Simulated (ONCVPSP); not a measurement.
**La: excitation energies, all-electron against ONCV**

ONCVPSP 4.0.1 input, shortened (lines: element, Z, core and valence counts, functional; n l f; lmax; l rc ep ncon nbas qcut; lloc lpopt rc5 dvloc0; l nproj debl; icmod fcfact rcfact), LDA (Perdew-Wang 92), scalar-relativistic:

```
  La 57.00    9    3  -001012      upf
    1    0    2.00
    2    0    2.00
    2    1    6.00
    3    0    2.00
    3    1    6.00
    3    2   10.00
    4    0    2.00
    4    1    6.00
    4    2   10.00
    5    0    2.00
    5    1    6.00
    5    2    1.00
    3
    0    2.55    0.00    4    8    6.10
    1    2.60    0.00    4    9    5.80
    2    2.50    0.00    3    7    3.40
    3    2.25    0.16    4    7    4.90
    4    5    2.25    3.00
    0    2    2.30
    1    2    3.00
    2    2    1.70
    3    2    3.80
    3    3.00    1.25
```

In the s channel the program set the typed energies aside and used -1.902, 0.050 Ha. In the f channel the program set the typed energies aside and used -0.636, 3.164 Ha.

Energies are relative to the spin-unpolarised reference configuration 5s2 5p6 5d1; without spin polarisation the order of configurations can differ from experiment.

Problem. Give the all-electron excitation energy and the error of the potential for: 5s2 5p6 5d1 6s2; 5s2 5p6 5d1 6s1; 5s2 5p6 5d0; 4f1 5s2 5p6 5d0 6s1.

Solution.

```tsv
valence configuration	charge	ΔE all-electron (eV)	error AE − PS (meV)
5s2 5p6 5d1 6s2	0	-17.305	-0.2
5s2 5p6 5d1 6s1	+1	-11.147	+0.4
5s2 5p6 5d0	+3	19.096	+4.8
4f1 5s2 5p6 5d0 6s1	+1	-10.986	+1010
```

Levels in the configuration 5s2 5p6 5d1 6s2:

```
level  all-electron (eV)  pseudo (eV)
   5s            -39.072      -39.050
   5p            -22.478      -22.470
   5d             -3.204       -3.209
   6s             -3.813       -3.812
```

These tests converged, but a pseudo level misses the all-electron one widely, so the file describes the atom poorly there or has found another state: 4f1 5s2 5p6 5d0 6s1: 4f by 1.7 eV.
